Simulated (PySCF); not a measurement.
**Electron correlation in Pm⁴⁹⁺ (promethium, charge +49)**

Starting occupation: [Ne] 3s2. Calculation: PySCF 2.14, in an uncontracted even-tempered set (18 s from 4.4 bohr⁻², ratio 2.6; 14 p from 5.7 bohr⁻², ratio 2.6; 6 d from 5.8 bohr⁻², ratio 2.8; 4 f from 81 bohr⁻², ratio 2.8); X2C-1e with screened-nucleus spin-orbit coupling, Gaussian nucleus. Frozen: 1s2; 10 electrons correlated; the 54 highest virtual spinors left out.

MP2 pair energies summed by pair of shells (mhartree):

```csv
pair,energy,share (%)
3s1/2-3s1/2,-114.77,23.8
2p1/2-2p3/2,-101.16,21.0
2p3/2-2p3/2,-96.14,19.9
2p3/2-3s1/2,-42.77,8.9
2p3/2-2s1/2,-41.89,8.7
2p1/2-2p1/2,-23.75,4.9
2p1/2-2s1/2,-21.83,4.5
2p1/2-3s1/2,-19.15,4.0
2s1/2-2s1/2,-11.25,2.3
2s1/2-3s1/2,-9.48,2.0
```

Total MP2 correlation energy: -482.19 mhartree.

The virtual space was cut to 56 spinors, which keep -425.64 of the -482.19 mhartree of MP2 correlation.

```json
{"level": "CCSD", "correlation energy (mhartree)": "-457.14"}
{"level": "(T)", "correlation energy (mhartree)": "-0.73"}
{"level": "CCSD(T)", "correlation energy (mhartree)": "-457.87"}
```

Diagnostics: T1 = 0.00014, largest double amplitude 0.084.

Cost of the coupled-cluster step: roughly 60 core-seconds, for 10 occupied and 56 virtual spinors.

The coupled-cluster values are those of the cut space; adding the MP2 remainder, -56.55 mhartree, estimates the full space.

At this charge the one-electron X2C treatment keeps the bare 1/r₁₂, with no two-electron picture change or Breit term. The effect here is smaller than on the frozen 1s shell.
